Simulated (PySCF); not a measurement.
## SMILES C=C1COC=C(Cl)C1=C, C7H7ClO

Cartesian coordinates in Å; atom numbers follow the order of the lines, from 1:
```xyz
16

C     0.1681   -2.0579    0.4203
C    -0.1337   -0.8415   -0.0142
C    -1.4867   -0.5050   -0.5806
O    -2.0700    0.6643   -0.0227
C    -1.2184    1.6752    0.2301
C     0.1175    1.5717    0.2061
Cl    1.0628    2.9949    0.4959
C     0.8001    0.3000    0.0181
C     2.1250    0.1743   -0.0852
H    -0.5489   -2.8601    0.3915
H     1.1377   -2.2933    0.8210
H    -1.3831   -0.3501   -1.6670
H    -2.2052   -1.3081   -0.4065
H    -1.7338    2.5982    0.4508
H     2.5876   -0.7847   -0.2296
H     2.7732    1.0310   -0.0396
```

Method used: PySCF, GIAO B97-2/pcSseg-1 magnetisability, rotational g tensor and spin-rotation constants, non-relativistic, gas phase. Geometry: GFN2-xTB.

Problem. What are the magnetisability and the molar susceptibility?

Solution. Isotropic -1307 × 10⁻³⁰ J/T², or -78.7 × 10⁻⁶ cm³/mol; principal values -1518, -1217, -1186 × 10⁻³⁰ J/T², anisotropy 318 × 10⁻³⁰ J/T² (root of half the summed squared differences of the principal values). The susceptibility is in cgs units.

Problem. Split it along the inertial axes a, b, c into diamagnetic and paramagnetic parts about the centre of mass, with the quadrupole moment.

Solution. 
```
axis  χ (10⁻⁶ cm³/mol)  diamagnetic (10⁻⁶ cm³/mol)  paramagnetic (10⁻⁶ cm³/mol)  summed x² of all electrons (Å²)  quadrupole Θ (D Å)
   a             -72.9                      -644.8                        571.8                            232.0               +3.67
   b             -72.3                     -1073.1                       1000.8                            131.0               +1.90
   c             -90.9                     -1540.0                       1449.1                             21.0               -5.57
```
Anisotropies 2χaa − χbb − χcc = +17.3 and 2χbb − χaa − χcc = +19.2 × 10⁻⁶ cm³/mol. Θ is traceless in Buckingham's convention.

Problem. And the rotational g tensor?

Solution. 
```csv
axis,rotational constant (GHz),g,nuclear part,electronic part
a,2.2738,-0.0347,0.5762,-0.6108
b,1.1861,-0.0179,0.5398,-0.5577
c,0.8095,-0.0034,0.5477,-0.5511
```
Asymmetric top; isotopes 12C, 35Cl, 1H, 16O; no vibrational averaging.
